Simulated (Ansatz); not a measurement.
One change: `[OH][GaH][SH]` becomes `C[O][GaH][SH]`.

Ansatz, PBE0-D4/def2-TZVP geometries, multiplicity 1. Each molecule was computed in one conformer, which needn't be the lowest.

Scalar relativity is left out up to krypton.

```json
{"property": "HOMO–LUMO gap (ωB97M-V/def2-TZVPP) / eV", "`[OH][GaH][SH]`": "10.69"}
{"property": "LUMO energy (PBE/def2-TZVPP) / eV", "`[OH][GaH][SH]`": "-1.63"}
{"property": "HOMO energy (B3LYP/def2-TZVPP) / eV", "`[OH][GaH][SH]`": "-7.41"}
{"property": "HOMO–LUMO gap (PBE/def2-TZVPP) / eV", "`[OH][GaH][SH]`": "4.81"}
{"property": "size of the dipole moment (PBE/def2-TZVPP) / D", "`[OH][GaH][SH]`": "1.64"}
{"property": "ideal-gas entropy at 298 K and 1 bar (rigid rotor, harmonic PBE0-D4/def2-TZVP) / J/(mol·K)", "`[OH][GaH][SH]`": "309"}
```

What does the change do to each property? (Estimate.)

Computed: 
| property | `C[O][GaH][SH]` | shift |
| --- | --- | --- |
| HOMO–LUMO gap (ωB97M-V/def2-TZVPP) / eV | 10.71 | 0.02 |
| LUMO energy (PBE/def2-TZVPP) / eV | -1.68 | -0.05 |
| HOMO energy (B3LYP/def2-TZVPP) / eV | -7.45 | -0.04 |
| HOMO–LUMO gap (PBE/def2-TZVPP) / eV | 4.71 | -0.10 |
| size of the dipole moment (PBE/def2-TZVPP) / D | 0.81 | -0.83 |
| ideal-gas entropy at 298 K and 1 bar (rigid rotor, harmonic PBE0-D4/def2-TZVP) / J/(mol·K) | 352 | 43 |

The zero-point energy changes by 74.0 kJ/mol with +9 modes. Dipoles are sizes alone; their direction can turn.

B3LYP here is the variant with VWN-RPA as its local correlation; programs differ in this.
